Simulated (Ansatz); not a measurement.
A nudged elastic band was laid between two geometries of AlCl2F + H4Si (9 atoms, charge 0, multiplicity 1).

These are results of Ansatz, RKS PBE0-D4/6-31G*, not measurements.

* movable images: 9
* climbing image: yes
* spring: 0.5 eV/Å²
* optimiser: quadratic models (default)
* start path: through a guess of the saddle point
* force threshold: 0.05 eV/Å
* iteration limit: 41
* end points: relaxed

Initial state:

```xyz
9
Properties=species:S:1:pos:R:3
Al -0.042 0.201 0.176
F 0.219 1.258 1.412
Cl 1.571 -0.293 -1.069
Cl -1.989 -0.030 -0.555
Si 0.170 -2.791 1.090
H -0.254 -3.044 -0.302
H 1.600 -3.081 1.328
H -0.727 -3.430 2.081
H 0.004 -1.306 1.369
```

Final state:

```xyz
9
Properties=species:S:1:pos:R:3
Al 0.131 -0.708 0.033
F 0.180 0.486 1.656
Cl 1.634 0.169 -1.160
Cl -1.838 0.142 -0.293
Si 0.263 -3.000 0.821
H -0.167 -3.942 -0.253
H 1.651 -3.362 1.229
H -0.633 -3.208 1.997
H -0.670 0.907 1.500
```

(1) What changes between the two ends?

(2) Give the energies along the band, and the barrier.

(3) What is the geometry of the highest image?

## Answers

(1) Bonds broken: Si5–H9. Bonds formed: Al1–Si5, F2–H9. AlCl2F + H4Si becomes AlCl2FH4Si.

(2) The forces met the threshold. The highest image is number 5 of 0 to 10, 41.6 kcal/mol above the first end and 12.0 kcal/mol above the last; the last end lies 29.7 kcal/mol above the first. Another band between the same ends (9 images) ends at a top of the same energy, where a vibrational analysis finds 1 clearly imaginary mode. The orbitals stay closed-shell, which can raise the energy where a bond breaks towards radicals; this wasn't checked here.

```json
{"image": "0", "path coordinate (Å)": "0.00", "energy (kcal/mol)": "0.0", "Si5–H9 (Å)": "1.52", "Al1–Si5 (Å)": "3.14", "F2–H9 (Å)": "2.57"}
{"image": "1", "path coordinate (Å)": "0.60", "energy (kcal/mol)": "0.3", "Si5–H9 (Å)": "1.52", "Al1–Si5 (Å)": "3.17", "F2–H9 (Å)": "2.57"}
{"image": "2", "path coordinate (Å)": "1.19", "energy (kcal/mol)": "0.8", "Si5–H9 (Å)": "1.52", "Al1–Si5 (Å)": "3.23", "F2–H9 (Å)": "2.56"}
{"image": "3", "path coordinate (Å)": "1.79", "energy (kcal/mol)": "2.2", "Si5–H9 (Å)": "1.51", "Al1–Si5 (Å)": "3.16", "F2–H9 (Å)": "2.28"}
{"image": "4", "path coordinate (Å)": "2.39", "energy (kcal/mol)": "16.5", "Si5–H9 (Å)": "1.57", "Al1–Si5 (Å)": "2.85", "F2–H9 (Å)": "1.72"}
{"image": "5", "path coordinate (Å)": "2.98", "energy (kcal/mol)": "41.6", "Si5–H9 (Å)": "1.96", "Al1–Si5 (Å)": "2.59", "F2–H9 (Å)": "1.13"}
{"image": "6", "path coordinate (Å)": "3.71", "energy (kcal/mol)": "33.8", "Si5–H9 (Å)": "2.49", "Al1–Si5 (Å)": "2.45", "F2–H9 (Å)": "0.96"}
{"image": "7", "path coordinate (Å)": "4.43", "energy (kcal/mol)": "33.2", "Si5–H9 (Å)": "2.85", "Al1–Si5 (Å)": "2.44", "F2–H9 (Å)": "0.95"}
{"image": "8", "path coordinate (Å)": "5.16", "energy (kcal/mol)": "33.0", "Si5–H9 (Å)": "3.36", "Al1–Si5 (Å)": "2.43", "F2–H9 (Å)": "0.94"}
{"image": "9", "path coordinate (Å)": "5.88", "energy (kcal/mol)": "30.8", "Si5–H9 (Å)": "3.79", "Al1–Si5 (Å)": "2.42", "F2–H9 (Å)": "0.95"}
{"image": "10", "path coordinate (Å)": "6.61", "energy (kcal/mol)": "29.7", "Si5–H9 (Å)": "4.07", "Al1–Si5 (Å)": "2.43", "F2–H9 (Å)": "0.96"}
```

(3) 
```xyz
9
Properties=species:S:1:pos:R:3:forces:R:3
Al 0.021 -0.279 -0.072 0.00 0.00 0.00
F -0.154 0.297 1.667 0.01 0.00 0.01
Cl 1.850 0.331 -0.888 0.00 0.00 0.00
Cl -1.755 0.037 -1.135 0.00 0.00 0.00
Si 0.143 -2.644 0.979 0.01 -0.01 -0.02
H -0.915 -3.375 0.232 0.00 0.01 0.00
H 1.495 -3.147 0.617 0.00 -0.01 0.00
H -0.069 -2.911 2.435 0.00 0.00 0.02
H -0.065 -0.828 1.695 -0.01 0.01 0.00
```

Time of the run: 8.6 min on 2 threads of Arm Neoverse V2 (shared host), peak memory 0.23 GiB.
